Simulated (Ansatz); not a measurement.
Stepwise reaction of `[O]=[W]([F])([F])([Cl])[Cl]` with hydrogen chloride, as a gas-phase model of exchange steps in deposition or etching. ΔE in kJ/mol; ΔG adds harmonic PBE0-D4 terms to CCSD(T)/CBS, at 1 bar.

Calculated with Ansatz (gas phase, PBE0-D4/def2-TZVP geometries, no zero-point term in ΔE). CCSD(T)/CBS adds triple-zeta CCSD(T) − MP2 to the extrapolated MP2 energy (def2 sets, frozen cores). This one scheme is used for every species. DFT in def2-TZVPP. B3LYP here is the variant with VWN-RPA as its local correlation; programs differ in this. Elements past krypton have def2 core potentials. For W outer-core shells are correlated without core-valence functions, which leaves a few kJ/mol of doubt a bond.

| step | reaction | PBE-D4 | B3LYP-D4 | ωB97M-V | CCSD(T)/CBS | ΔG(500 K) |
| --- | --- | --- | --- | --- | --- | --- |
| 1 | `[O]=[W]([F])([F])([Cl])[Cl]` + HCl → `[O]=[W]([F])([Cl])([Cl])[Cl]` + H–F | 17.7 | 20.7 | 25.1 | 10.4 | 16.1 |
| 2 | `[O]=[W]([F])([Cl])([Cl])[Cl]` + HCl → `[O]=[W]([Cl])([Cl])([Cl])[Cl]` + H–F | 17.3 | 20.4 | 25.3 | 8.6 | 20.1 |

(1) By hand: ΔE of the 2 steps together at CCSD(T)/CBS.

Answers

(1) (10.4) + (8.6) = 19.0 kJ/mol, or 9.5 kJ/mol a step.

In ΔE the steps differ by no more than 1.8 kJ/mol. All are uphill at CCSD(T)/CBS. ΔG lies between 16.1 and 20.1 kJ/mol a step. PBE-D4 differs from CCSD(T)/CBS by 7.3 to 8.7 kJ/mol a step. Isolated molecules leave out the surface, adducts and barriers. Largest T1 diagnostic: 0.021.
